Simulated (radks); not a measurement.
Ir XXXIII, 45 electrons, occupied as [Kr] 4d9 (the NIST ground configuration). Method: scalar-relativistic Kohn-Sham, PBEsol, spin-polarised, spherical densities, finite nucleus; open shells are filled with parallel spins first (spin-orbit coupling, left out, can overturn this in heavy ions); Fermi nuclear charge, rms radius 5.4032 fm; computed with a radial shooting solver on a logarithmic mesh with Libxc functionals.

Radial electron density D(r) = 4 pi r^2 rho(r):

r (bohr),D(r) (e/bohr),spin D(r)
0.001717,20.16,-0.0000773
0.002183,27.90,-0.000106
0.002797,38.22,-0.000143
0.003556,50.52,-0.000186
0.004521,64.70,-0.000233
0.005793,80.10,-0.000278
0.007364,93.66,-0.000300
0.009362,103.2,-0.000260
0.0119,106.2,-0.0000302
0.01525,102.5,0.000859
0.01939,96.12,0.00377
0.02465,95.15,0.0129
0.03158,107.1,0.0406
0.04015,128.4,0.111
0.05104,143.5,0.266
0.06489,137.2,0.551
0.08315,117.5,0.947
0.1057,114.4,1.20
0.1344,128.8,0.980
0.1722,119.7,0.263
0.2189,77.27,0.0607
0.2783,52.38,1.28
0.3538,58.85,2.90
0.4533,50.08,2.81
0.5763,21.84,1.33
0.7326,4.386,0.293
0.9388,0.3231,0.0240
1.193,0.008390,0.000683

D(r) has 4 maxima, at r = 0.0117, 0.0540, 0.146, 0.377 bohr, and minima at 0.0226, 0.0968, 0.285 bohr, inside which lie 1.89, 11.13, 29.04 electrons.
